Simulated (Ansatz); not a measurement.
Relaxation of F5HW (7 atoms, charge 0, multiplicity 1), to a largest force component of 0.02 eV/Å in at most 40 steps.

The calculation used Ansatz 0.2.0, RKS PBE/def2-SVP.

```xyz
7
Properties=species:S:1:pos:R:3:forces:R:3
W 0.000 0.000 0.000 0.00 0.00 0.17
H 0.000 0.000 1.720 0.00 0.00 0.68
F 1.850 0.000 0.000 0.16 0.00 0.32
F 0.000 1.850 0.000 0.00 0.16 0.32
F -1.850 0.000 0.000 -0.16 0.00 0.32
F 0.000 -1.850 0.000 0.00 -0.16 0.32
F 0.000 0.000 -1.850 0.00 0.00 -2.13
```

Question: Where does it end, and by what steps?

Answer: The forces met the threshold. After 3 steps the energy has fallen by 0.176 eV; F7 moved furthest, 0.15 Å.

| step | energy less start (eV) | largest force component (eV/Å) | accepted |
| --- | --- | --- | --- |
| 0 | 0.0000 | 2.132 | yes |
| 1 | -0.1372 | 0.648 | yes |
| 2 | -0.1744 | 0.103 | yes |
| 3 | -0.1760 | 0.009 | yes |

```xyz
7
Properties=species:S:1:pos:R:3
W 0.000 0.000 -0.081
H 0.000 0.000 1.663
F 1.846 0.000 0.072
F 0.000 1.846 0.072
F -1.846 0.000 0.072
F 0.000 -1.846 0.072
F 0.000 0.000 -2.001
```

Whether the end is a true minimum wasn't checked by a vibrational analysis.

Time of the run: 11 s on 2 threads of Arm Neoverse V1, on a shared host, peak memory 0.15 GiB.
